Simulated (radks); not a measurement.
The numbers below are computed, except where a source is named.
Ionisation of the lithium ion Li+, [He], to 1s1 as the strength of local exchange is varied. Level of theory: scalar-relativistic Kohn-Sham, Slater X-alpha exchange (alpha = 2/3 is LDA exchange), no correlation, spin-polarised, spherical densities, finite nucleus; Fermi nuclear charge, rms radius 2.444 fm (a radial shooting solver on a logarithmic mesh with Libxc functionals).

| alpha | E(Li+) (hartree) | exchange (hartree) | IE (eV) | -e of the level emptied (eV) | <r> of it (bohr) |
|---|---|---|---|---|---|
| 0.667 | -7.01012 | -1.39137 | 71.868 | 57.740 (1s) | 0.5876 |
| 0.766 | -7.21839 | -1.62507 | 74.320 | 60.866 (1s) | 0.5768 |
| 0.817 | -7.32705 | -1.74820 | 75.602 | 62.509 (1s) | 0.5714 |
| 0.829 | -7.35276 | -1.77744 | 75.906 | 62.898 (1s) | 0.5702 |
| 0.941 | -7.59514 | -2.05533 | 78.773 | 66.590 (1s) | 0.5587 |
| 0.962 | -7.64109 | -2.10844 | 79.317 | 67.294 (1s) | 0.5566 |
| 0.968 | -7.65425 | -2.12367 | 79.473 | 67.496 (1s) | 0.5560 |
| 1.045 | -7.82424 | -2.32141 | 81.490 | 70.110 (1s) | 0.5485 |

NIST Atomic Spectra Database: 75.640 eV (theoretical). The Delta-SCF value meets it near alpha = 0.82.
